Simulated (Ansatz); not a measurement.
Ansatz (an electronic-structure program) input:

Ansatz 0.2 input:
```yaml
crystal:
  periodic: [false, false, false]
  atoms:
    - {symbol: C, position_ang: [-0.87832660, -1.03053746, -0.52038175]}
    - {symbol: Sn, position_ang: [0.32845430, 0.52407431, 0.31615182]}
    - {symbol: Cl, position_ang: [0.67530105, 2.25889846, -1.18174010]}
    - {symbol: Cl, position_ang: [-0.62661315, 1.45030538, 2.21112648]}
    - {symbol: Cl, position_ang: [2.42061335, -0.26811407, 0.95728224]}
    - {symbol: H, position_ang: [-0.77324499, -2.02916347, -0.13652326]}
    - {symbol: H, position_ang: [-1.29781694, -0.88848627, -1.49985110]}
basis:
  gaussian:
    orbitals: def2-TZVP
hamiltonian:
  xc: b3lyp
  dispersion: d3bj
magnetization: {spin_polarized: true, initial_magnetization: 1}
relax: {f_tol: 0.002, max_steps: 150}
```

Task: Predict the final energy.

Result: -1634.47512 Eh (B3LYP-D3(BJ)/def2-TZVP). The basis has 204 functions.

It need not be the lowest isomer of its formula.
